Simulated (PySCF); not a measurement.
C4H6F2, SMILES C[C@@H](F)/C=C\F.

Geometry optimised at PBE-D3(BJ)/def2-SVP. The structure was generated by enumeration; whether it is a known compound was not checked. Other conformers were not sampled.

Computed with PBE-D3(BJ)/def2-SVP run with PySCF.

No scaling factor is applied to the harmonic values.

```csv
mode,ν (cm⁻¹),IR (km/mol),moving atoms (share of kinetic energy)
1,31,1.8,"F 56 %, C 28 %, H 16 %"
2,152,0.2,"F 77 %, C 16 %"
3,246,3.7,"H 48 %, C 40 %, F 12 %"
4,263,1.3,"H 79 %, C 12 %, F 9 %"
5,374,7.8,"F 40 %, C 39 %, H 21 %"
6,449,4.8,"C 47 %, F 32 %, H 21 %"
7,541,8.0,"C 65 %, H 24 %, F 11 %"
8,728,24.7,"H 72 %, C 24 %"
9,779,2.0,"C 61 %, H 31 %, F 8 %"
10,815,9.0,"C 59 %, F 22 %, H 20 %"
11,890,0.6,"H 74 %, C 26 %"
12,907,11.6,"H 46 %, C 39 %, F 15 %"
13,1022,14.6,"H 50 %, C 33 %, F 16 %"
14,1030,38.7,"C 45 %, H 44 %, F 11 %"
15,1078,59.7,"C 60 %, H 32 %"
16,1145,50.5,"C 48 %, H 44 %, F 8 %"
17,1228,42.8,"H 69 %, C 17 %, F 13 %"
18,1298,8.6,"H 79 %, C 21 %"
19,1324,11.3,"H 82 %, C 17 %"
20,1338,21.1,"H 69 %, C 31 %"
21,1365,20.4,"H 62 %, C 37 %"
22,1404,6.5,H 95 %
23,1422,1.3,"H 92 %, C 8 %"
24,1696,84.6,C 93 %
25,2961,42.3,H 92 %
26,2982,9.8,H 97 %
27,3078,12.5,"H 91 %, C 9 %"
28,3088,8.9,"H 90 %, C 10 %"
29,3110,5.3,"H 92 %, C 8 %"
30,3137,7.7,"H 91 %, C 9 %"
```
